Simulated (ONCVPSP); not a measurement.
**An all-electron radial function and its pseudo partner (silicon)**

Columns: radius, all-electron u(r) and pseudo u(r) of the 3p shell (level -4.22 eV) of silicon in the configuration [Ne] 3s1.5 3p2.5; BLYP, scalar-relativistic, ONCV scheme, ONCVPSP 4.0.1.

| r (bohr) | all-electron | pseudo |
| --- | --- | --- |
| 0.098 | -0.1018 | 0.0038 |
| 0.195 | -0.2168 | 0.0148 |
| 0.292 | -0.2651 | 0.0325 |
| 0.390 | -0.2518 | 0.0570 |
| 0.488 | -0.1967 | 0.0874 |
| 0.585 | -0.1192 | 0.1230 |
| 0.682 | -0.0312 | 0.1634 |
| 0.780 | 0.0600 | 0.2081 |
| 0.878 | 0.1483 | 0.2553 |
| 0.975 | 0.2297 | 0.3029 |
| 1.072 | 0.3035 | 0.3500 |
| 1.170 | 0.3695 | 0.3962 |
| 1.268 | 0.4269 | 0.4401 |
| 1.365 | 0.4753 | 0.4807 |
| 1.463 | 0.5164 | 0.5179 |
| 1.560 | 0.5497 | 0.5499 |
| 1.658 | 0.5765 | 0.5765 |
| 1.755 | 0.5966 | 0.5966 |
| 1.852 | 0.6110 | 0.6110 |
| 1.950 | 0.6203 | 0.6203 |
| 2.047 | 0.6250 | 0.6250 |
| 2.145 | 0.6259 | 0.6258 |
| 2.242 | 0.6233 | 0.6233 |
| 2.340 | 0.6178 | 0.6178 |
| 2.438 | 0.6098 | 0.6098 |
| 2.535 | 0.5999 | 0.5999 |

How many radial nodes do the two functions have?

The all-electron 3p function has n − l − 1 = 1; the pseudo-wave has 0, since the states of the same l below it are removed with the core.

At about which radius was the pseudo-wave matched?

1.70 bohr. The columns agree to 0.0005 from 1.56 bohr on; several derivatives are matched, so the curves merge somewhat inside the radius.

Where does each function peak?

Outermost all-electron maximum near 2.15 bohr, pseudo maximum near 2.15 bohr (to the table’s step).

Is the pseudo-wave norm-conserving?

Yes: the ONCV scheme keeps the norm inside the radius equal to the all-electron one, which fixes the energy derivative of the logarithmic derivative at the level.
